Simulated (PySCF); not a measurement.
Molecule: `[SiH3][SiH2][SiH2][SiH2]CCl`, CH11ClSi4.

Bonds (- single, = double, # triple, : aromatic): Si1-Si2, Si2-Si3, Si3-Si4, Si4-C5, C5-Cl6. Si1 carries H7, H8, H9; Si2 carries H10, H11; Si3 carries H12, H13; Si4 carries H14, H15; C5 carries H16, H17.

Frames of a GFN2-xTB Langevin trajectory at 300 K; GIAO PBE0/pcSseg-1 shieldings in PySCF 2.14, gas phase, non-relativistic; equivalent atoms averaged within each frame.

Scale: $^{29}$Si (σref 349.16), $^{13}$C (σref 186.93), $^{1}$H (σref 31.72) against TMS; HCl for $^{35}$Cl (σref 949.78) (reference shieldings calculated alike). The references are static minima.

**Question.** How do the shifts (ppm) fluctuate along the trajectory?

**Answer.** 
```
         time (fs)    Si4     Si1     Si3     Si2    C5  Cl6  H14/H15  H12/H13  H10/H11  H7/H8/H9
               250  -62.1  -111.7  -128.8  -136.4  25.7   43     4.79     4.10     3.82      3.35
               425  -63.5   -98.2  -118.6  -133.1  27.8   31     4.44     4.21     3.13      4.27
               625  -71.1  -124.3  -116.3  -135.4  27.7   54     5.03     3.75     4.85      3.45
               800  -58.4  -107.4  -112.7  -125.3  36.0   79     4.85     3.73     4.16      4.08
              1000  -57.9  -114.3  -118.5  -123.9  47.4   95     4.34     3.15     3.80      3.98
    mean of frames  -62.6  -111.2  -119.0  -130.8  32.9   60     4.69     3.79     3.95      3.82
standard deviation    5.3     9.6     6.0     5.8   9.0   26     0.29     0.41     0.63      0.40
```

5 frames give an uncertainty of the mean of about the standard deviation over 2.2 at best, since frames this close in time may not be independent; classical motion lacks zero-point vibration, and the reference would need the same averaging.
